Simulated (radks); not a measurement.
P, 15 electrons, occupied as [Ne] 3s2 3p3 (the NIST ground configuration). Calculated with a radial shooting solver on a logarithmic mesh with Libxc functionals: non-relativistic Kohn-Sham, PBE, spin-polarised, spherical densities, point nucleus; open shells are filled with parallel spins first.

Normalised radial functions P(r) = r R(r), r in bohr:

r	2p up
0.004296	0.0019
0.005505	0.0031
0.007112	0.0051
0.009113	0.0083
0.01168	0.0133
0.01496	0.0214
0.01933	0.0346
0.02477	0.0545
0.03174	0.0851
0.04068	0.1310
0.05255	0.2008
0.06734	0.2972
0.08629	0.4280
0.1106	0.5961
0.1428	0.8037
0.183	1.0201
0.2346	1.2187
0.3006	1.3528
0.3883	1.3725
0.4976	1.2500
0.6376	1.0037
0.8171	0.6929
1.047	0.3985
1.353	0.1798
1.733	0.0631
2.221	0.0157
2.846	0.0025
3.676	0.0002
4.711	0.0000
6.037	0.0000
7.737	0.0000

2p up: eigenvalue -124.21 eV, 0 radial nodes, <r> = 0.486 bohr, 90 % of the charge inside 0.813 bohr.
